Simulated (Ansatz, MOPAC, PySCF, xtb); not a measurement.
Noncovalent pair: HF (SMILES F) (first 2 atoms) with C2H2 (SMILES C#C); geometry from B3LYP-D3(BJ)/def2-TZVP, rigid monomers moved along the line of their centres of mass till H2···C3 is 1.99 Å.
(charge 0, multiplicity 1):
| atom | x (Å) | y (Å) | z (Å) |
|---|---|---|---|
| F | -0.0325 | -0.0116 | 0.3487 |
| H | -0.0182 | -0.0044 | 1.2833 |
| C | 0.2518 | -0.5381 | 3.1787 |
| C | -0.2334 | 0.5575 | 3.1777 |
| H | 0.6828 | -1.5107 | 3.1876 |
| H | -0.6641 | 1.5302 | 3.1849 |

| level | interaction energy (kcal/mol) | minus CCSD(T)/CBS(aug-cc-pVDZ, aug-cc-pVTZ) | cost |
|---|---|---|---|
| GFN-FF | -0.15 | 3.49 | - |
| AM1 | 5.15 | 8.79 | - |
| PM3 | 0.52 | 4.17 | - |
| PM6 | 3.20 | 6.85 | - |
| GFN1-xTB | -3.93 | -0.28 | - |
| GFN2-xTB | -4.76 | -1.11 | - |
| HF/STO-3G (no counterpoise) | 3.65 | 7.30 | - |
| HF/6-31G* | -0.12 | 3.53 | - |
| HF/6-31G* (no counterpoise) | -1.61 | 2.04 | - |
| HF/aug-cc-pVDZ | -0.97 | 2.67 | - |
| PBE-D3(BJ)/def2-TZVPPD | -5.03 | -1.38 | ×1 |
| PBE-D4/def2-TZVPPD | -4.92 | -1.27 | ×1 |
| BP86/6-31G* (no counterpoise) | -4.18 | -0.53 | - |
| r2SCAN-D3(BJ)/def2-TZVPPD | -4.84 | -1.19 | ×1 |
| r2SCAN-D4/def2-TZVPPD | -4.80 | -1.16 | ×1 |
| B3LYP/3-21G (no counterpoise) | -3.55 | 0.09 | - |
| B3LYP/6-31G* | -2.43 | 1.22 | - |
| B3LYP/6-31G* (no counterpoise) | -4.44 | -0.80 | - |
| B3LYP/6-311+G** (no counterpoise) | -3.42 | 0.23 | - |
| B3LYP/def2-TZVPPD | -3.20 | 0.44 | ×1 |
| B3LYP-D3(BJ)/def2-TZVPPD | -4.28 | -0.63 | ×1 |
| B3LYP-D4/def2-TZVPPD | -4.06 | -0.42 | ×1 |
| PBE0/def2-TZVPPD | -4.34 | -0.69 | ×1 |
| PBE0-D3(BJ)/def2-TZVPPD | -4.89 | -1.25 | ×1 |
| PBE0-D4/def2-TZVPPD | -4.80 | -1.16 | ×1 |
| M06-2X/6-31G* (no counterpoise) | -4.63 | -0.99 | - |
| wB97X-V/def2-TZVPPD | -4.17 | -0.53 | ×3 |
| wB97M-V/def2-TZVPPD | -4.08 | -0.44 | ×3 |
| MP2/6-31G* | -0.68 | 2.97 | - |
| MP2/6-31G* (no counterpoise) | -3.51 | 0.14 | - |
| MP2/aug-cc-pVDZ | -2.55 | 1.10 | - |
| MP2/aug-cc-pVTZ | -3.46 | 0.18 | - |
| MP2/CBS(aug-cc-pVDZ, aug-cc-pVTZ) | -3.80 | -0.16 | - |
| SCS-MP2/aug-cc-pVDZ | -1.80 | 1.84 | - |
| SCS-MP2/aug-cc-pVTZ | -2.63 | 1.01 | - |
| CCSD/aug-cc-pVDZ | -1.96 | 1.69 | - |
| CCSD/aug-cc-pVTZ | -2.85 | 0.79 | - |
| CCSD(T)/aug-cc-pVDZ | -2.24 | 1.40 | ×5 |
| CCSD(T)/aug-cc-pVTZ | -3.26 | 0.38 | ×40* |
| CCSD(T)/CBS(aug-cc-pVDZ, aug-cc-pVTZ) | -3.64 | 0.00 | ×50* |

 The comparison column counts from a level with limits of its own.

The rows run from -5.03 (PBE-D3(BJ)/def2-TZVPPD) to 5.15 kcal/mol (AM1). In aug-cc-pVTZ the value moves MP2 -3.46, CCSD -2.85, CCSD(T) -3.26, a shift of 0.20 from MP2 to CCSD(T). From aug-cc-pVDZ to aug-cc-pVTZ CCSD(T) changes by -1.02. The dispersion term adds -1.07 in B3LYP-D3(BJ), -0.86 in B3LYP-D4, -0.55 in PBE0-D3(BJ). The 4 functionals in def2-TZVPPD without D3 or D4 span 1.13, from PBE0 to B3LYP.

Monomers are frozen at their geometry in the pair; levels with a basis set take the counterpoise correction. Rows marked so take none.

Cores are frozen in the correlated methods. CBS(a, b) extrapolates the correlation energy as X⁻³ and adds the Hartree–Fock energy of set b. Rows in 3-21G, 6-311+G**, 6-31G*, STO-3G carry no dispersion term and start afresh at each structure (6-31G* with six Cartesian d functions). MP2/6-31G* freezes PySCF's default core. The state that AM1, PM3, PM6 reach isn't checked.

Codes used: Ansatz (an electronic-structure program) with Gaussian orbitals; MOPAC for AM1, PM3, PM6 (differences of heats of formation); PySCF for 3-21G rows, 6-311+G** rows, 6-31G* rows, STO-3G rows, the dispersion terms; xtb for the GFN methods. Each number belongs to the level named beside it.

Costs are rough ratios of core time to PBE/def2-TZVPPD (about 3 s over the structures, on one shared machine); a dash marks a level with no comparable run of its own. A star marks coupled-cluster runs past 200 virtual orbitals, where the program's memory plan changes under this machine's limit, so their costs aren't comparable with smaller runs.
